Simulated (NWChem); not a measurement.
All runs are NWChem calculations. System: C$_{2}$H$_{4}$O$_{2}$Si, charge 0, spin multiplicity 1, at a geometry optimised with B3LYP/def2-SVP. The structure started from a generated list of species. Level: MP2/def2-TZVP, 9 core orbitals frozen.

Job file:

```
start mol
memory heap 200 mb stack 800 mb global 1000 mb
geometry units angstroms nocenter noautoz
  O     -1.950269    -0.710296     0.000000
  C     -0.854987    -0.245047     0.000000
  O     -0.587631     1.109988     0.000000
  C      0.869589     1.208038     0.000000
  Si     1.043395    -0.698765     0.000000
  H      1.209024     1.748891    -0.896757
  H      1.209024     1.748891     0.896757
  H      1.595003    -1.345275     1.221755
  H      1.595003    -1.345275    -1.221755
  symmetry group Cs
end
basis spherical
  * library def2-tzvp
end
scf
  rhf
  nopen 0
  maxiter 100
  thresh 1e-7
  semidirect memsize 60000000 filesize 0
end
mp2
  freeze core 9
end
task mp2 energy
```

Output (cleaned and shortened):

```
             Northwest Computational Chemistry Package (NWChem) 7.3.0
             --------------------------------------------------------

                                NWChem Input Module
                                -------------------

 Scaling coordinates for geometry "geometry" by  1.889725989
 (inverse scale =  0.529177249)

 Turning off AUTOSYM since
 SYMMETRY directive was detected!

                             Geometry "geometry" -> ""
                             -------------------------

 Output coordinates in angstroms (scale by  1.889725989 to convert to a.u.)

  No.       Tag          Charge          X              Y              Z
 ---- ---------------- ---------- -------------- -------------- --------------
    1 O                    8.0000    -1.95026900    -0.71029600     0.00000000
    2 C                    6.0000    -0.85498700    -0.24504700     0.00000000
    3 O                    8.0000    -0.58763100     1.10998800     0.00000000
    4 C                    6.0000     0.86958900     1.20803800     0.00000000
    5 Si                  14.0000     1.04339500    -0.69876500     0.00000000
    6 H                    1.0000     1.20902400     1.74889100    -0.89675700
    7 H                    1.0000     1.20902400     1.74889100     0.89675700
    8 H                    1.0000     1.59500300    -1.34527500     1.22175500
    9 H                    1.0000     1.59500300    -1.34527500    -1.22175500

 Effective nuclear repulsion energy (a.u.)     217.7261266339

            Nuclear Dipole moment (a.u.)
            ----------------------------
        X                 Y               Z
 ---------------- ---------------- ----------------
    -0.0000075589     0.0000075589     0.0000000000

      Symmetry information
      --------------------

 Group name             Cs
 Group number              2
 Group order               2
 No. of unique centers     7

      Symmetry unique atoms

     1    2    3    4    5    6    8


 Summary of "ao basis" -> "" (spherical)
 ------------------------------------------------------------------------------
       Tag                 Description            Shells   Functions and Types
 ---------------- ------------------------------  ------  ---------------------
 *                         def2-tzvp                  on all atoms

 Summary of "ao basis" -> "ao basis" (spherical)
 ------------------------------------------------------------------------------
       Tag                 Description            Shells   Functions and Types
 ---------------- ------------------------------  ------  ---------------------
 O                         def2-tzvp                11       31   5s3p2d1f
 C                         def2-tzvp                11       31   5s3p2d1f
 Si                        def2-tzvp                13       37   5s5p2d1f
 H                         def2-tzvp                 4        6   3s1p

                                 NWChem SCF Module
                                 -----------------

  ao basis        = "ao basis"
  functions       =   185
  atoms           =     9
  closed shells   =    23
  open shells     =     0
  charge          =   0.00
  wavefunction    = RHF
  use symmetry    = T
  symmetry adapt  = T

 Summary of "ao basis" -> "ao basis" (spherical)
 ------------------------------------------------------------------------------
       Tag                 Description            Shells   Functions and Types
 ---------------- ------------------------------  ------  ---------------------
 O                         def2-tzvp                11       31   5s3p2d1f
 C                         def2-tzvp                11       31   5s3p2d1f
 Si                        def2-tzvp                13       37   5s5p2d1f
 H                         def2-tzvp                 4        6   3s1p

      Symmetry analysis of basis
      --------------------------

        a'        121
        a"         64

 Forming initial guess at       0.1s

      Superposition of Atomic Density Guess
      -------------------------------------

 Sum of atomic energies:        -515.74591820

      Non-variational initial energy
      ------------------------------

 Total energy =    -517.940349
 1-e energy   =   -1142.646583
 2-e energy   =     406.980107
 HOMO         =      -0.322130
 LUMO         =      -0.011804

      Symmetry analysis of molecular orbitals - initial
      -------------------------------------------------

  Numbering of irreducible representations:

     1 a'          2 a"

  Orbital symmetries:

     1 a'          2 a'          3 a'          4 a'          5 a'
     6 a'          7 a'          8 a"          9 a'         10 a'
    11 a'         12 a'         13 a'         14 a'         15 a'
    16 a"         17 a'         18 a"         19 a'         20 a"
    21 a"         22 a'         23 a'         24 a"         25 a'
    26 a'         27 a'         28 a'         29 a'         30 a"
    31 a'         32 a"         33 a"

 Starting SCF solution at       6.2s

 ----------------------------------------------
         Quadratically convergent ROHF

 Convergence threshold     :          1.000E-07
 Maximum no. of iterations :          100
 Final Fock-matrix accuracy:          1.000E-09
 ----------------------------------------------

              iter       energy          gnorm     gmax       time
             ----- ------------------- --------- --------- --------
                 1     -516.6709069506  1.37D+00  2.95D-01      8.4
                 2     -516.7723836799  4.30D-01  5.73D-02     12.7
                 3     -516.7909990537  1.92D-02  6.33D-03     21.4
[...]
    31 a'         32 a"         33 a"

             Final eigenvalues
             -----------------

              1
    1  -68.8136
    2  -20.6029
    3  -20.5528
    4  -11.3676
    5  -11.2945
    6   -6.1635
    7   -4.2696
    8   -4.2693
    9   -4.2693
   10   -1.4485
   11   -1.3695
   12   -0.9467
   13   -0.8430
   14   -0.7035
   15   -0.6701
   16   -0.6646
   17   -0.6559
   18   -0.5623
   19   -0.5536
   20   -0.5192
   21   -0.4628
   22   -0.4587
   23   -0.4131
   24    0.0781
   25    0.1101
   26    0.1175
   27    0.1507
   28    0.1768
   29    0.1882
   30    0.2089
   31    0.2322
   32    0.2436
   33    0.2718

                       ROHF Final Molecular Orbital Analysis
                       -------------------------------------

 Vector   21  Occ=2.000000D+00  E=-4.628282D-01  Symmetry=a'
              MO Center=  7.3D-01,  5.2D-01, -2.5D-14, r^2= 2.5D+00
   Bfn.  Coefficient  Atom+Function         Bfn.  Coefficient  Atom+Function
  ----- ------------  ---------------      ----- ------------  ---------------
   100      0.265744  4 C  py               103      0.264580  4 C  py
   140     -0.258754  5 Si py                68      0.155449  3 O  px

 Vector   22  Occ=2.000000D+00  E=-4.586743D-01  Symmetry=a"
              MO Center= -6.8D-01,  4.6D-01, -3.2D-14, r^2= 3.0D+00
   Bfn.  Coefficient  Atom+Function         Bfn.  Coefficient  Atom+Function
  ----- ------------  ---------------      ----- ------------  ---------------
    70      0.323872  3 O  pz                73      0.298393  3 O  pz
     8     -0.262450  1 O  pz                11     -0.235388  1 O  pz
    76      0.216690  3 O  pz                14     -0.157193  1 O  pz

 Vector   23  Occ=2.000000D+00  E=-4.130862D-01  Symmetry=a'
              MO Center= -8.5D-01, -3.6D-01,  4.3D-15, r^2= 2.6D+00
   Bfn.  Coefficient  Atom+Function         Bfn.  Coefficient  Atom+Function
  ----- ------------  ---------------      ----- ------------  ---------------
     7      0.273483  1 O  py                10      0.248858  1 O  py
   139     -0.227007  5 Si px                69      0.208006  3 O  py
    72      0.197573  3 O  py                 6     -0.177302  1 O  px
    13      0.173348  1 O  py                35      0.170830  2 C  s
     9     -0.154321  1 O  px

 Vector   24  Occ=0.000000D+00  E= 7.812644D-02  Symmetry=a'
              MO Center=  1.5D+00, -8.0D-01,  2.5D-16, r^2= 5.4D+00
   Bfn.  Coefficient  Atom+Function         Bfn.  Coefficient  Atom+Function
  ----- ------------  ---------------      ----- ------------  ---------------
    98      2.115190  4 C  s                 36     -1.682430  2 C  s
   142     -1.370774  5 Si px               143     -0.965160  5 Si py
    43     -0.721470  2 C  px               106     -0.456483  4 C  py
   164     -0.455440  6 H  s                170     -0.455440  7 H  s
    44      0.231828  2 C  py               139     -0.223916  5 Si px

 Vector   25  Occ=0.000000D+00  E= 1.101087D-01  Symmetry=a"
              MO Center= -9.4D-02, -4.5D-01,  1.3D-12, r^2= 3.8D+00
   Bfn.  Coefficient  Atom+Function         Bfn.  Coefficient  Atom+Function
  ----- ------------  ---------------      ----- ------------  ---------------
   144      1.143930  5 Si pz               176     -0.857673  8 H  s
   182      0.857673  9 H  s                 14     -0.267966  1 O  pz
    42      0.236268  2 C  pz                45      0.203218  2 C  pz
    39      0.190413  2 C  pz                 8     -0.188791  1 O  pz
    76     -0.180733  3 O  pz                11     -0.165788  1 O  pz

 Vector   26  Occ=0.000000D+00  E= 1.174564D-01  Symmetry=a'
              MO Center=  1.5D+00, -8.5D-01, -5.9D-14, r^2= 6.8D+00
   Bfn.  Coefficient  Atom+Function         Bfn.  Coefficient  Atom+Function
  ----- ------------  ---------------      ----- ------------  ---------------
    98      3.103495  4 C  s                129     -2.310612  5 Si s
   143     -2.237200  5 Si py               142      1.948208  5 Si px
    36      1.894952  2 C  s                 43      0.885454  2 C  px
   176     -0.795446  8 H  s                182     -0.795446  9 H  s
   164     -0.690279  6 H  s                170     -0.690279  7 H  s

 center of mass
 --------------
 x =  -0.11972822 y =  -0.01689670 z =   0.00000000

 moments of inertia (a.u.)
 ------------------
         264.635363858192         -22.618891585436           0.000000000000
         -22.618891585436         453.579729612074           0.000000000000
           0.000000000000           0.000000000000         685.149447495710

  Mulliken analysis of the total density
  --------------------------------------

    Atom       Charge   Shell Charges
 -----------   ------   -------------------------------------------------------
    1 O    8     8.41   0.79  1.18  0.58  0.94  0.33  1.83  1.95  0.76  0.00  0.03  0.00
    2 C    6     5.71   0.86  1.12  0.52  0.60  0.10  1.10  1.00  0.13  0.06  0.19  0.02
    3 O    8     8.31   0.79  1.18  0.56  0.97  0.26  1.83  2.05  0.62  0.00  0.04  0.00
    4 C    6     6.17   0.85  1.12  0.47  0.70  0.06  1.18  1.38  0.29  0.02  0.08  0.01
    5 Si  14    13.62   2.00  0.58  1.39  0.81  0.48  4.12  1.73  0.52  1.35  0.28  0.14  0.18  0.04
    6 H    1     0.88   0.26  0.50  0.10  0.02
    7 H    1     0.88   0.26  0.50  0.10  0.02
    8 H    1     1.01   0.24  0.56  0.21  0.01
    9 H    1     1.01   0.24  0.56  0.21  0.01

       Multipole analysis of the density wrt the origin
       ------------------------------------------------

     L   x y z        total         open         nuclear
     -   - - -        -----         ----         -------
     0   0 0 0      0.000000      0.000000     46.000000

     1   1 0 0      1.997218      0.000000     -0.000008
     1   0 1 0      0.011578      0.000000      0.000008
     1   0 0 1      0.000000      0.000000      0.000000

     2   2 0 0    -31.159393      0.000000    233.429663
     2   1 1 0     -0.217363      0.000000     11.264305
     2   1 0 1     -0.000000      0.000000      0.000000
     2   0 2 0    -27.484693      0.000000    141.349002
     2   0 1 1     -0.000000      0.000000      0.000000
     2   0 0 2    -26.330493      0.000000     16.404458

                   NWChem MP2 Semi-direct Energy/Gradient Module
                   ---------------------------------------------

  Basis functions       =    185
  Molecular orbitals    =    185
  Frozen core           =      9
  Frozen virtuals       =      0
  Active alpha occupied =     14
  Active beta occupied  =     14
  Active alpha virtual  =    162
  Active beta virtual   =    162
  Use MO symmetry       = T
  Use skeleton AO sym   = T

  AO/Fock/Back tols     =   1.0D-09  1.0D-09  1.0D-09

 GA uses MA = F    GA memory limited = T

 Available:
  local mem=  1.15D+08
 global mem=  1.31D+08
 local disk=  0.00D+00
  mp2_memr nvloc                   162
  nvloc new                   162
   1 passes of  14:        5242880                     183173                 127624885.
   1 passes of  14: M    114678910           G      131003550           F     109436030.
  mp2_memr nvloc                   162
  nvloc new                   162
   2 passes of   7:        5242880                     126496                  63841695.
   2 passes of   7: M    114678910           G      131003550           F     109436030.

 Semi-direct pass number   1 of   2  for RHF alpha+beta  at       51.3s
  vrange nnbf                 16543
  mp2_eaftype                   243  avail_ma_in_mb                   999
 EAF : mp2_eaftype filesize         243   31920847.
  mp2_eaf for mointskh                    243
Node 0 wrote    150.1 Mb in      0.1 s     Agg I/O rate:  2143.2 Mb/s
 Done moints_semi at       72.1s
  mp2_eaftype                   243  avail_ma_in_mb                   756
 EAF : mp2_eaftype filesize         243   31920847.
  mp2_eaf for kh                   243
 Done maket at       72.8s
 Semi-direct pass number   2 of   2  for RHF alpha+beta  at       72.8s
  vrange nnbf                 16543
  mp2_eaftype                   243  avail_ma_in_mb                   756
 EAF : mp2_eaftype filesize         243   31920847.
  mp2_eaf for mointskh                    243
Node 0 wrote    150.1 Mb in      0.1 s     Agg I/O rate:  2305.0 Mb/s
 Done moints_semi at       93.7s
  mp2_eaftype                   243  avail_ma_in_mb                   756
 EAF : mp2_eaftype filesize         243   31920847.
  mp2_eaf for kh                   243
 Done maket at       94.2s
 Done multipass loop at       94.2s

          -------------------------------------------
          SCF energy                -516.791079307475
          Correlation energy          -0.887931628054
          Singlet pairs               -0.558643656382
          Triplet pairs               -0.329287971672
          Total MP2 energy          -517.679010935530
          -------------------------------------------

          ---------------------------------------------------
                    Spin Component Scaled (SCS) MP2
          Same spin pairs                     -0.219525314448
          Same spin scaling factor             0.333333333333
          Opposite spin pairs                 -0.668406313606
          Opposite spin scaling fact.          1.200000000000
          SCS-MP2 correlation energy          -0.875262681144
          Total SCS-MP2 energy              -517.666341988619
          ---------------------------------------------------

 -----------------------
 Performance information
 -----------------------

 Timer overhead =  1.89D-07 seconds/call

               Nr. of calls         CPU time (s)                 Wall time (s)                GFlops
             ---------------    -------------------     ------------------------------   -------------------
Name         Min   Avg   Max    Min     Avg     Max     Min     Avg     Max   Mx/calls   Min     Max     Sum
mp2: moin     2     2     2    42.     42.     42.      42.     42.     42.     21.      0.0     0.0     0.0
mp2: make     2     2     2    1.3     1.3     1.3      1.3     1.3     1.3    0.66      0.0     0.0     0.0
mp2: tota     1     1     1    43.     43.     43.      43.     43.     43.     43.      0.0     0.0     0.0

 The average no. of pstat calls per process was 5.00D+00
 with a timing overhead of 9.46D-07s

 Task  times  cpu:       94.2s     wall:       94.2s

 Total times  cpu:       94.2s     wall:       94.2s
```
